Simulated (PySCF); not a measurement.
Dipole moment and polarisability of `CCC[P@@H](=O)CO`

C4H11O2P.
Structure used (GFN2-xTB), in Å, numbered top down from 1:
```
atom  x, y, z in Å
C1    -2.399   -0.491   -0.162
C2    -1.185   -1.337    0.192
C3     0.080   -0.774   -0.443
P4     0.432    0.894    0.225
O5     0.272    1.016    1.678
C6     2.177    1.261   -0.277
O7     2.999    0.423    0.486
H8    -3.301   -0.906    0.283
H9    -2.538   -0.444   -1.241
H10   -2.263    0.520    0.221
H11   -1.057   -1.340    1.277
H12   -1.333   -2.368   -0.138
H13    0.949   -1.388   -0.182
H14    0.000   -0.729   -1.530
H15   -0.323    1.799   -0.523
H16    2.394    2.324   -0.093
H17    2.362    1.036   -1.328
H18    2.727    0.511    1.412
```

Level: wB97X-D/def2-SVPD (PySCF), static field, nuclei fixed, core orbitals frozen in the response. The polarisability tensor in these axes (au):

```
x   88.09  6.79  0.65
y    6.79 77.04  0.09
z    0.65  0.09 72.88
```

Problem. What are the eigenvalues, a third of the trace, and Δα (Δα² = ½Σ(αi − αj)² over the three pairs)?

Solution. Principal values 72.82, 73.85 and 91.34 au; mean 79.34 au = 11.76 Å³ = 13.08 × 10⁻⁴⁰ C²·m²/J; Δα = 18.03 au (23 % of the mean).

Problem. What is the dipole moment, and where does it point?

Solution. (-0.76, -0.34, -3.19) D, 3.30 D in size, pointing from the negative to the positive side. Measured along this direction, the outermost atoms are H18 at the negative end and H9 at the positive end.

Problem. Refractivity n − 1 of an ideal gas of it at 298.15 K and 1 atm, from the electronic α?

Solution. N = p/kT = 2.4615 × 10¹⁹ cm⁻³, so n − 1 = 2π × N × 11.76 × 10⁻²⁴ cm³ = 1818 × 10⁻⁶ at long wavelengths.

Problem. Find the Langevin capture rate constant for O2+ (31.990 u) meeting this molecule (122.050 u), k = 2.342 × 10⁻⁹ cm³/s × √(α in Å³ / reduced mass in u).

Solution. The reduced mass is 25.35 u, so k = 1.60 × 10⁻⁹ cm³/s. The formula leaves out the permanent dipole, which adds to the capture rate.

Problem. Sum over states: ᾱ = Σ f/ω², ω in Eh. What share falls to these 8 lowest TDDFT singlets (eV, f)? 6.96, 0.0030; 7.39, 0.0148; 7.68, 0.0134; 7.93, 0.0176; 8.07, 0.0474; 8.26, 0.0075; 8.51, 0.0544; 8.55, 0.0369.

Solution. They add up to 2.17 au, 2.7 % of the 79.34 au; the largest single term is 0.56 au, from the state at 8.51 eV. Terms in order: 0.05, 0.20, 0.17, 0.21, 0.54, 0.08, 0.56, 0.37 au. Higher excitations give the rest. The strengths listed sum to 0.195.

Problem. Give the principal axes and the span of the nuclei along them.

Solution. Largest value along (0.90, 0.43, 0.03), where the nuclei span 6.51 Å; middle along (-0.41, 0.89, -0.20), 3.43 Å; least along (-0.11, 0.16, 0.98), 3.40 Å. 

Problem. Orientational against electronic polarisability at 250 K (dilute gas, rigid molecules)?

Solution. In Gaussian units μ²/3kT = 104.94 Å³ against 11.76 Å³, a ratio of 8.93; the Debye molar polarisation (4π/3)N_A(α + μ²/3kT) is 294.4 cm³/mol, leaving out the vibrational part.

The structure is a single GFN2-xTB conformer in the gas phase; no vibrational or solvent corrections.

Note: wB97X-D ran without an empirical dispersion term, which enters the total energy and its gradient alone.
